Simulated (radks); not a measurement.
Re36+, 39 electrons, occupied as [Kr] 4d3.

All-electron calculation, non-relativistic Kohn-Sham, PBE, spin-polarised, spherical densities, point nucleus; open shells are filled with parallel spins first (spin-orbit coupling, left out, can overturn this in heavy ions); relativity is left out, which matters for an element this heavy. Program: a radial shooting solver on a logarithmic mesh with Libxc functionals.

Energy parts (hartree):
total: -15034.6397
kinetic: 15032.4619
electron-nucleus: -33425.4273
Hartree: 3611.1274
exchange-correlation: -252.8017

Orbitals (lengths in bohr, moments of r in powers of bohr; r(max) is where P^2 peaks):
\begin{tabular}{lrrr}
orbital & occ. & eigenvalue (hartree) & r(max) \\ \hline
1s up & 1 & -2465.211 & 0.01340 \\
1s down & 1 & -2465.209 & 0.01340 \\
2s up & 1 & -453.3068 & 0.07296 \\
2s down & 1 & -453.1716 & 0.07295 \\
2p up & 3 & -437.0856 & 0.05664 \\
2p down & 3 & -436.9825 & 0.05664 \\
3s up & 1 & -145.5132 & 0.1992 \\
3s down & 1 & -145.4401 & 0.1992 \\
3p up & 3 & -138.1234 & 0.1875 \\
3p down & 3 & -138.0502 & 0.1875 \\
3d up & 5 & -124.5187 & 0.1476 \\
3d down & 5 & -124.4139 & 0.1477 \\
4s up & 1 & -65.94848 & 0.4220 \\
4s down & 1 & -65.63412 & 0.4221 \\
4p up & 3 & -62.72346 & 0.4181 \\
4p down & 3 & -62.40834 & 0.4182 \\
4d up & 3 & -56.98752 & 0.4022 \\
4d down & 0 & -56.66926 & 0.4022 \\
\end{tabular}

The highest occupied level is 4d up at -1550.7 eV. Virial ratio -V/T = 2.00014.
